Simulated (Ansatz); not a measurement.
Reaction: CH2S (SMILES S=C) → CHS (SMILES [CH]=S, doublet) + H (doublet) (the C-H bond breaks)
Each species at its own B3LYP-D3(BJ)/def2-TZVP minimum (Ansatz, a quantum-chemistry and plane-wave program).

Quantity: bond dissociation energy (electronic), in kcal/mol. Open shells are spin-unrestricted; no spin-orbit coupling. CBS(X,Y): correlation extrapolated as X^-3, Hartree-Fock from the larger set (Q,5: extrapolated as (X+1)exp(-9√X)). A bracket is a step between two methods taken in the basis named. The functionals are non-relativistic, so their misses hold any scalar relativity. Double hybrids freeze cores in their MP2 part. 'core' is core correlation in cc-pwCVTZ (1s frozen past Ne), 'X2C' scalar relativity in cc-pVTZ-DK, both at CCSD(T). Where a partner has so few electrons that a lower coupled-cluster level is exact, that level stands in. The restricted determinant of CH2S (C=S, singlet) is unstable towards broken spin symmetry in at least one set run. The UHF reference of CHS ([CH]=S, doublet) is spin-contaminated (<S^2> up to 0.26 over the pure value in the sets run).

CCSD(T)/CBS(cc-pV(Q+d)Z,cc-pV(5+d)Z) + [CCSDT(Q) - CCSD(T)]/cc-pV(Q+d)Z + [CCSDTQ - CCSDT(Q)]/cc-pV(D+d)Z + core + X2C (Ansatz) gives 98.7 kcal/mol.

**Question.** What does PBE/def2-TZVPD (Ansatz) give here, and how do the other levels compare?

**Answer.** PBE gives 94.3 kcal/mol, 4.4 kcal/mol below it. Differences of the others: r2SCAN/def2-TZVPD (Ansatz) -4.4; B3LYP/def2-TZVPD (Ansatz) -2.2; B2PLYP/def2-TZVPD (Ansatz) -3.0; CCSD(T)/CBS(cc-pV(Q+d)Z,cc-pV(5+d)Z) + core + X2C (Ansatz) 0.8 kcal/mol.
